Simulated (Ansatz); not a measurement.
```yaml
crystal:
  periodic: [false, false, false]
  atoms:
    - {symbol: Ga, position_ang: [-0.389033, -0.730198, 0.028097]}
    - {symbol: Ga, position_ang: [-3.969681, -0.942501, 0.022721]}
    - {symbol: Ga, position_ang: [2.199426, -0.963893, 0.036006]}
    - {symbol: N, position_ang: [2.272881, 2.311189, -0.079912]}
    - {symbol: N, position_ang: [2.043507, 1.191492, -0.040145]}
    - {symbol: N, position_ang: [-2.157100, -0.866098, 0.033233]}
basis:
  gaussian: {orbitals: def2-TZVPD, initial_orbitals: start.molden}
total_charge: -1
magnetization: {spin_polarized: true, initial_magnetization: 1}
hamiltonian: {xc: {name: wB97X-V}}
scf: {omitted_lower_state_checks: [starts]}
output: {orbitals: {seedname: orbitals}}
```

The file start.molden holds the orbitals of an earlier run on this structure, at another level or in another basis.

```sh
$ ansatz run in.yaml --threads 4 --pin off --events-out ev --progress --plain --max-ram 4787MiB
```

Q: Does this run fit into the memory that it is given?

A: No. It has 273 basis functions, and Ansatz plans for 4.96 GiB where 4.67 GiB are given.
